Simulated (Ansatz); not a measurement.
**Four-centre ligand exchange**

Start structure (Si₃N₃H₁₂, doublet), relaxed at PBE0-D4/def2-TZVP:

```xyz
18
angstrom
Si 0.2811 0.1418 1.0004
N -0.0051 0.3063 -0.6956
Si 0.1380 -0.8912 -1.9295
N -0.7727 1.3249 1.7132
Si -2.2315 1.9479 1.0297
H -0.0977 -1.2566 1.3746
H 3.2141 -1.1480 -0.3802
N 2.4757 -1.6755 0.0690
H -0.0910 1.2601 -1.0212
H -0.2242 -2.2197 -1.3791
H 1.4895 -0.9807 -2.5528
H -0.8079 -0.5365 -3.0250
H -0.5255 1.6684 2.6283
H -2.8675 2.8363 2.0402
H -3.1819 0.8662 0.6584
H -1.9819 2.7550 -0.1991
H 2.4455 -2.5890 -0.3681
H 2.7430 -1.8094 1.0365
```

The step: Si₃N₂H₉ ([SiH3][NH][SiH][NH][SiH3]) + NH₃ → Si₂N₂H₇ ([NH2][SiH][NH][SiH3]) + SiNH₅ ([NH2][SiH3]); bonds formed: Si1–N8, N2–H7; bonds broken: Si1–N2, H7–N8. Program: Ansatz 0.2.0. Basis: def2-TZVPP and def2-QZVPP. Cores are frozen in the correlated methods; orbitals are unrestricted. Extrapolation: Hartree–Fock as exp(−7.88 √X), correlation as X^−2.97. Energies below are by CCSD(T) at an estimated basis limit (MP2 extrapolated from triple and quadruple zeta, plus CCSD(T) − MP2 in triple zeta).

(1) What are the electronic barrier and the energy of the step, from the start structure to the end structure? (An estimate is asked for; the value comes from the calculation.)

The T1 diagnostic stays at or below 0.014. ⟨S²⟩ of the unrestricted Hartree–Fock references: 0.75 to 0.76 (a pure state has 0.75).

## Answers

(1) The calculation gives: Barrier 1.354 eV; step energy 0.147 eV (uphill); reverse barrier, their difference, 1.207 eV. Barrier and step energy count from the start structure, the reverse barrier from the end structure.

The saddle point: One imaginary mode of 1219i cm⁻¹.
| pair | start (Å) | saddle (Å) | end (Å) |
| --- | --- | --- | --- |
| Si1–N8 | 3.00 | 1.98 | 1.72 |
| N2–H7 | 3.55 | 1.22 | 1.01 |
| Si1–N2 | 1.73 | 1.91 | 3.86 |
| H7–N8 | 1.01 | 1.38 | 5.55 |

Zero-point energy (harmonic, PBE0-D4): ZPE is 3.484 eV at the start and 3.418 eV at the saddle, so the barrier goes from 1.354 to 1.288 eV.

Labels in which every atom is bracketed show which atoms are joined, not bond orders.

For scale, one of the runs: CCSD(T)/def2-TZVPP, 387 basis functions, launched by `ansatz run in.yaml --threads 4 --pin off --events-out ev --progress --plain --max-ram 41984MiB --backend cuda --devices 0, --max-vram 37GiB`. The run took 43 s on 4 CPU threads of an AMD EPYC 7R13 and a share of one NVIDIA H100 (shared host), with 1.6 GiB of host memory at its peak.
